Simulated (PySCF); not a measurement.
The dipole of `C#CC#CC#CC#CC#N` from its density and from atomic charges.

Coordinates (PBE0-D3(BJ)/def2-TZVP, Å) and charges (e) from the PBE0/pcSseg-2 density (PySCF):

| atom | x | y | z | Mulliken | IAO | Hirshfeld | ESP-fitted |
| --- | --- | --- | --- | --- | --- | --- | --- |
| C1 | -4.937 | -0.092 | 1.124 | -0.0245 | -0.1543 | -0.0387 | -0.3722 |
| C2 | -3.768 | -0.069 | 0.822 | -0.0227 | -0.0247 | -0.0267 | +0.1161 |
| C3 | -2.460 | -0.047 | 0.485 | +0.0571 | +0.0182 | +0.0124 | +0.0150 |
| C4 | -1.282 | -0.025 | 0.176 | -0.0147 | -0.0153 | -0.0070 | -0.0679 |
| C5 | 0.016 | -0.002 | -0.159 | +0.0037 | +0.0218 | +0.0121 | +0.1202 |
| C6 | 1.196 | 0.021 | -0.468 | +0.0320 | -0.0154 | -0.0019 | -0.1587 |
| C7 | 2.493 | 0.043 | -0.810 | -0.0602 | +0.0340 | +0.0169 | +0.2486 |
| C8 | 3.668 | 0.064 | -1.121 | -0.0178 | -0.0416 | +0.0052 | -0.3284 |
| C9 | 4.981 | 0.086 | -1.469 | +0.0593 | +0.1473 | +0.0893 | +0.5484 |
| N10 | 6.100 | 0.105 | -1.765 | -0.0953 | -0.1944 | -0.1746 | -0.4418 |
| H11 | -5.968 | -0.109 | 1.392 | +0.0831 | +0.2244 | +0.1130 | +0.3208 |

Problem. What dipole does each set of charges give (1 e·Å = 4.803 D), and what does the density give?

Solution. The full density gives (-5.78, -0.10, 1.52) D, 5.98 D in size; dipole vectors point from the negative to the positive end.

```json
{"scheme": "Mulliken", "μx": "-4.20", "μy": "-0.07", "μz": "1.10", "size (D)": "4.34", "share of the full size (%)": "73", "angle to the full dipole (°)": "0"}
{"scheme": "IAO", "μx": "-5.03", "μy": "-0.09", "μz": "1.32", "size (D)": "5.20", "share of the full size (%)": "87", "angle to the full dipole (°)": "0"}
{"scheme": "Hirshfeld", "μx": "-4.64", "μy": "-0.08", "μz": "1.22", "size (D)": "4.79", "share of the full size (%)": "80", "angle to the full dipole (°)": "0"}
{"scheme": "ESP-fitted", "μx": "-5.77", "μy": "-0.10", "μz": "1.51", "size (D)": "5.96", "share of the full size (%)": "100", "angle to the full dipole (°)": "0"}
```

Problem. Which set comes closest?

Solution. Length of the difference vector: ESP-fitted 0.01 D, IAO 0.77 D, Hirshfeld 1.18 D, Mulliken 1.64 D. Closest: ESP-fitted. The schemes that divide the density aren't constrained to reproduce the dipole.

Problem. What is left for the Hirshfeld atoms' own dipoles?

Solution. The shares of the density sum to the whole, so what Σ q r misses lies in dipoles about the nuclei. The atomic dipoles sum to (-5.78, -0.10, 1.52) − (-4.64, -0.08, 1.22) = (-1.14, -0.02, 0.30) D, 1.18 D in size.

Problem. With the origin at the mean of the coordinates, (0.003, -0.002, -0.163) Å, which are the largest single terms, by size, of the Hirshfeld dipole along the direction of the full one?

Solution. N10 +5.29, H11 +3.35, C9 -2.21, C1 -0.95, C2 -0.50 D; all 11 atoms together +4.79 D. The single terms depend on the origin, their sum doesn't.

Problem. Give the size of the full dipole in other units.

Solution. 5.98 D = 2.351 au = 1.244 e·Å = 19.93 × 10⁻³⁰ C·m.

Geometry: PBE0-D3(BJ)/def2-TZVP; no solvent, vibrations or thermal averaging.

These values come from a run that also computed NMR shieldings. Time: 78 s of wall time (with the writing of density and orbital grids); peak memory 1.6 GiB. Hardware: an Arm Neoverse V1 with one thread (shared host).
